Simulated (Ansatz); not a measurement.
Reaction (formal exchange of groups at the Sn–C bond): `C#[C][SnH]([F])[Cl]` + SiH₄ → `[F][SnH]([SiH3])[Cl]` + `C#C`

Computed with Ansatz on PBE0-D4/def2-TZVP structures; ΔE is electronic, products minus reactants. CCSD(T)/CBS is the MP2 limit (def2-TZVPP, def2-QZVPP) plus CCSD(T) − MP2 in def2-TZVPP, frozen cores. This one scheme is used for every species. Functionals use def2-TZVPP. HSE06 is defined as in plane-wave codes. def2 core potentials past Kr. For Sn outer-core shells are correlated without core-valence functions, which leaves a few kJ/mol of doubt a bond.

```tsv
species	HSE06 energy (Eh)
`C#[C][SnH]([F])[Cl]`	-851.48915
SiH₄	-291.74918
`[F][SnH]([SiH3])[Cl]`	-1065.99726
`C#C`	-77.25232
```

Q: Work out ΔE.

A: ΔE = (-1065.99726) + (-77.25232) − (-851.48915) − (-291.74918) = -0.01125 Eh = -29.5 kJ/mol. CCSD(T)/CBS gives -18.4 kJ/mol.

Q: What do rigid-rotor, harmonic-oscillator terms from PBE0-D4/def2-TZVP frequencies (298.15 K, 1 bar) make of the CCSD(T)/CBS value? (Estimate.)

A: The calculation gave: ΔZPE = +5.0 kJ/mol, ΔH = -12.8 kJ/mol, ΔS = 10 J/(mol·K), ΔG = -15.7 kJ/mol.

Largest T1 diagnostic among the species: 0.013.

From BLYP to BHLYP (50 % exact exchange), in def2-TZVPP and without D4, ΔE moves by +8.6 kJ/mol. At CCSD(T), def2-SVP lies +7.0 kJ/mol from the extrapolated value and def2-TZVPP +9.0 kJ/mol. Leaving LDA and LC-ωPBE aside and taking each functional with its dispersion term where it has one, the values, not all of them listed here, spread over 16.5 kJ/mol, from PBE-D4 to B2PLYP. LDA lies −3.5 kJ/mol from PBE without D4.
